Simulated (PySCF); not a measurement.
The multiplicity is imposed and other spin states were not computed.

B3LYP has the VWN-RPA correlation part, as in Gaussian. 

[Cd(Cl)(OH)] (charge 0, multiplicity 1)

The numbers are results of PySCF with B3LYP-D3(BJ)/def2-TZVP // r2SCAN-D4/def2-SVP, not measurements.

```json
{
 "HOMO": "-8.11 eV",
 "dipole_moment": "1.80 D",
 "LUMO": "-2.22 eV",
 "HOMO–LUMO gap": "5.89 eV",
 "charge on the central atom (Mulliken)": "0.84 e",
 "total_energy": "-703.9658 Ha",
 "cost": "very roughly 40 core-seconds"
}
```

```xyz
4

Cd    -0.0023     0.0467    -0.0790
Cl    -2.0846    -0.5277     0.6417
O      1.7925     0.4358    -0.7738
H      2.1293     1.2570    -0.3873
```
Charge 0, spin multiplicity 1.
